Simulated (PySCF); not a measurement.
C$_{2}$H$_{6}$N (SMILES C[CH-]N), charge -1, singlet, at a GFN2-xTB geometry. Base run: PySCF with HF/def2-SVP.

The PySCF input:
```python
from pyscf import gto, scf, solvent

mol = gto.M(
    atom='''
C     1.173794   -0.298885   -0.030648
C    -0.000619    0.690498   -0.119470
N    -1.281756   -0.073605    0.018756
H     2.131807    0.237138    0.010824
H     1.167587   -1.007128    0.848546
H     1.205745   -0.944680   -0.924685
H     0.048015    1.289231    0.846587
H    -1.253289   -0.753268    0.806942
H    -1.366625   -0.655738   -0.818802
''',
    basis='def2-svp',
    charge=-1,
    spin=0,
    verbose=4,
)

mf = scf.RHF(mol)
mf.kernel()
```

Base: HOMO-LUMO gap (eV) 10.33.

A changed run: ΔE vs base (kJ/mol) -139.5; HOMO-LUMO gap (eV) 10.87.

**Question.** Which change was made?
(A) model = COSMO; solvent = toluene
(B) model = IEF-PCM; solvent = dichloromethane
(C) model = IEF-PCM; solvent = toluene; vdw_scale = 1.1
(D) model = IEF-PCM; solvent = 2-propanol
(E) model = IEF-PCM; solvent = methanol

**Answer.** A, model = COSMO; solvent = toluene

The base is the gas phase, so ΔE is the electrostatic part of solvation at a fixed geometry, without cavity and dispersion terms.

The gas-phase anion may not be bound at this level, which the solvent then changes.
